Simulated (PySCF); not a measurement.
Compound: C₆H₅NOS.
Geometry (GFN2-xTB, Å), atoms numbered from 1 in this order:
```xyz
14
C6H5NOS angstrom
C      3.669    0.919    0.359
C      2.668    0.262    0.450
C      1.471   -0.479    0.544
C      0.187    0.079    0.302
C     -0.769   -0.883    0.470
O     -2.106   -0.849    0.356
C     -2.674    0.392   -0.010
S     -0.008   -2.383    0.911
N      1.494   -1.752    0.869
H      4.549    1.485    0.286
H      0.023    1.104    0.028
H     -2.310    0.718   -0.988
H     -2.449    1.162    0.735
H     -3.748    0.225   -0.054
```

The closed-shell SCF was solved with PySCF and density fitting under several settings on one GFN2-xTB geometry (grid level 2 and gas phase unless stated).

| settings | basis functions | SCF cycles | E (Eh) | HOMO (eV) | LUMO (eV) | dipole (D) |
| --- | --- | --- | --- | --- | --- | --- |
| PBE0/pcSseg-1 | 185 | 15 | -759.0910 | -6.93 | -1.14 | 4.12 |
| PBE0/def2-SVPD | 230 | 15 | -758.7856 | -6.94 | -1.25 | 3.95 |

Question: Estimate the rows for these settings: (1) LDA/STO-3G, energy threshold 1e-06 Eh, fitting basis def2-qzvpp-jkfit; (2) B97-D/pcSseg-1; (3) WP04/def2-SVP, grid level 3, energy threshold 1e-06 Eh.

Answer: 
```csv
settings,basis functions,SCF cycles,E (Eh),HOMO (eV),LUMO (eV),dipole (D)
"LDA/STO-3G, energy threshold 1e-06 Eh, fitting basis def2-qzvpp-jkfit",54,9,-746.2169,-2.93,1.31,3.80
B97-D/pcSseg-1,185,18,-759.3995,-5.76,-1.86,4.04
"WP04/def2-SVP, grid level 3, energy threshold 1e-06 Eh",155,9,-771.3518,-7.96,-3.12,3.99
```

Question: Over all rows, what range does the HOMO–LUMO gap span?

Answer: From 3.90 eV (B97-D/pcSseg-1) to 5.79 eV (PBE0/pcSseg-1). The functional of the narrowest has no exact exchange, that of the widest 25 % exact exchange.

Question: And the dipole moment?

Answer: From 3.80 D (LDA/STO-3G, energy threshold 1e-06 Eh, fitting basis def2-qzvpp-jkfit) to 4.12 D (PBE0/pcSseg-1); the largest is 1.08 times the smallest, and the median is 3.99 D.

Question: Compare two rows with the functional PBE0: PBE0/pcSseg-1 and PBE0/def2-SVPD. Which energy is lower, and by how much?

Answer: PBE0/pcSseg-1 (185 functions) lies 0.3054 Eh or 192 kcal/mol below PBE0/def2-SVPD (230 functions). The smaller set gives the lower energy; the two sets aren't nested, so the variational bound doesn't order them by size.

Whole jobs, the steps after the SCF included, on one thread, Intel Xeon Platinum 8259CL at 2.50 GHz (x86_64), shared host:

```tsv
settings	work after the SCF	wall time	peak memory
PBE0/pcSseg-1	shieldings, ring-centre shieldings, charges and field gradients	34 s	0.82 GiB
PBE0/def2-SVPD	6 singlets by full TDDFT, 2 Tamm–Dancoff triplets, polarisability	45 s	0.89 GiB
LDA/STO-3G, energy threshold 1e-06 Eh, fitting basis def2-qzvpp-jkfit	spin–spin couplings from 5 perturbed nuclei, spin–dipole term left out	6.5 s	0.31 GiB
B97-D/pcSseg-1	shieldings, ring-centre shieldings, charges and field gradients	58 s	0.71 GiB
WP04/def2-SVP, grid level 3, energy threshold 1e-06 Eh	shieldings, ring-centre shieldings	29 s	0.72 GiB
```

B97-D ran without the empirical dispersion term, which would shift the total energy alone. Cycle counts include a coarse-grid stage where the run had one. WP04 was designed for NMR shieldings or shifts; total energies of different functionals aren't comparable.

One conformer stands for the species.
